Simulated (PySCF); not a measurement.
An unknown is described by computed data only.

Formula: CH8O2Si3.

| Item | Value |
| --- | --- |
| 13C NMR | chemical shifts (computed TMS as zero) by class: 190.5 (1 C) ppm [GIAO PBE0/pcSseg-1] |
| UV, first state | lowest singlet excitation: 5.12 eV (242 nm, f = 0.004) [TDDFT wB97X-D/def2-SVPD] |
| Polarisability | 100.9 au [wB97X-D/def2-SVPD] |
| NMR, other nuclei | isotropic shieldings of nuclei other than C and H, by class: -181 (1 O), 111 (1 O), 380 (1 Si), 433 (1 Si), 469 (1 Si) ppm [GIAO PBE0/pcSseg-1] |
| Triplet | lowest triplet excitation (Tamm–Dancoff): 4.51 eV [TDA wB97X-D/def2-SVPD] |
| Rotational structure | rotational constants A, B, C: 3.917, 0.999, 0.818 GHz [GFN2-xTB] |
| Dipole | 1.76 D [wB97X-D/def2-SVPD] |

Electronic properties: PySCF, gas phase, density fitting. Levels stand in brackets. Isolated species at its GFN2-xTB geometry (one conformer only). Each NMR value is the plain mean over a class of atoms that symmetry, rotation or inversion makes alike.

Question: Propose a structure and show how it fits.

Answer: Numbering: `[O:1]=[C:2]([SiH3:3])[O:4][SiH2:5][SiH3:6]`. Its formula, CH8O2Si3, gives 1 degree of unsaturation: 0 rings and 1 π bond in the structure found. The one carbon: carbonyl carbon [C2] (190.5 ppm). The other shieldings belong to: -181 ppm, carbonyl oxygen [O1]; 111 ppm, oxygen singly bound to a carbonyl carbon [O4]; 380 ppm, oxygen-bound silicon [Si5]; 433 ppm, SiH3 silicon [Si3]; 469 ppm, SiH3 silicon [Si6]. By its constants the optimised geometry is an asymmetric top. Structure: `O=C([SiH3])O[SiH2][SiH3]`. Computed isomers that give other values at the same levels: `[SiH3]O[Si@@H]1C[SiH2]O1` (13C chemical shifts (computed TMS as zero) by class: 14.0 (1 C) ppm). The assignments are read from this structure; whether some other isomer fits the data as well wasn't checked.

Shape of the structure used: `[O:1]=[C:2]([SiH3:3])[O:4][SiH2:5][SiH3:6]`: O1–C2–O4–Si5 -1°, C2–O4–Si5–Si6 3°.
